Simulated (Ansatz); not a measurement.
Program: Ansatz. Geometries: PBE0-D4/def2-TZVP. ΔE: electronic, gas phase. CCSD(T)/CBS adds triple-zeta CCSD(T) − MP2 to the extrapolated MP2 energy (def2 sets, frozen cores). DFT in def2-TZVPP. For Se outer-core shells are correlated without core-valence functions, which leaves a few kJ/mol of doubt a bond. Scalar relativity is left out up to krypton. One conformer a species, not always the lowest.

Consider the formal exchange of groups at the Se–Si bond: `[SeH][SiH]([SeH])[SeH]` + `BCN=C` → `BC/N=C/[SeH]` + `[SeH][SiH2][SeH]`.

`[SeH][SiH]([SeH])[SeH]`:

Cartesian coordinates in Å:
```
Se 1.769 0.167 -1.494
Si 0.066 -0.419 -0.111
Se -1.684 1.031 -0.054
Se 0.885 -0.508 2.006
H 1.877 1.506 -0.898
H -0.368 -1.741 -0.622
H -2.101 0.693 -1.424
H -0.443 -0.730 2.598
```

`BCN=C`:

Cartesian coordinates in Å:
```
B -0.748 1.146 -1.004
C -0.547 -0.180 -0.221
N 0.805 -0.658 -0.126
C 1.307 -0.803 1.018
H -1.842 1.631 -1.014
H 0.139 1.658 -1.618
H -1.079 -0.159 0.747
H -1.126 -0.890 -0.843
H 2.337 -1.144 1.112
H 0.755 -0.601 1.948
```

`BC/N=C/[SeH]`:

Cartesian coordinates in Å:
```
B 0.580 -0.895 -1.828
C 0.867 -0.121 -0.512
N 0.050 -0.467 0.621
C -0.646 0.429 1.153
Se -1.781 0.011 2.619
H -0.183 -1.812 -1.869
H 1.182 -0.570 -2.810
H 1.912 -0.416 -0.295
H 0.923 0.967 -0.699
H -0.664 1.479 0.832
H -2.239 1.396 2.789
```

`[SeH][SiH2][SeH]`:

Cartesian coordinates in Å:
```
Se 0.546 1.864 -0.434
Si 0.060 -0.353 -0.572
Se -0.644 -1.281 1.381
H -0.783 2.200 0.093
H -1.053 -0.633 -1.511
H 1.321 -0.955 -1.066
H 0.554 -0.843 2.108
```

Is it downhill or uphill in electronic energy at CCSD(T)/CBS, and by how much? (An estimate is asked.)

Computed: Uphill: ΔE = +0.99 eV.

What do these levels give: r2SCAN, SCS-MP2/def2-TZVPP, HF/def2-QZVPP, SCS-MP2/def2-QZVPP, HF/CBS(def2), MP2/CBS(def2)? (Estimate.)

Computed: r2SCAN 0.90, SCS-MP2/def2-TZVPP 0.92, HF/def2-QZVPP 0.94, SCS-MP2/def2-QZVPP 0.96, HF/CBS(def2) 0.94, MP2/CBS(def2) 1.03 eV.

Largest T1 diagnostic among the species: 0.012.

From PBE to PBE0 (25 % exact exchange), in def2-TZVPP and without D4, ΔE moves by +0.07 eV. The D4 term adds +0.07 eV with B3LYP and +0.04 eV with PBE0; it sums over pairs of atoms, weighted by their polarisabilities, and B3LYP, whose exchange is more repulsive, gets the larger term.

B3LYP here is the variant with VWN-RPA as its local correlation; programs differ in this.
